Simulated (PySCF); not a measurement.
Computed shifts of a molecule C3H4BFO, PySCF with HF/pcSseg-1, GIAO, gas phase, equivalent atoms averaged, in ppm (number of nuclei): ¹³C: 248.3 (1), 79.5 (1), 79.2 (1). ¹⁹F: -80.6 (1). ¹H: 5.45 (2), 4.91 (1), 4.33 (1). References: ¹³C against TMS (σ = 192.6 ppm); ¹¹B against BF3 (σ = 102.7 ppm); ¹⁷O against H2O (σ = 333.0 ppm); ¹⁹F against CFCl3 (σ = 238.5 ppm); ¹H against TMS (σ = 31.99 ppm), references at their B3LYP-D3(BJ)/def2-TZVP geometries, non-relativistic. Geometry optimised at B3LYP-D3(BJ)/def2-SVP. The values are those of a single conformer.

Problem. Which structure fits?
(A) C#CCB(O)F
(B) C#CB(O)CF
(C) C=C1OCB1F
(D) C=C=CB(O)F

Solution. D, C=C=CB(O)F
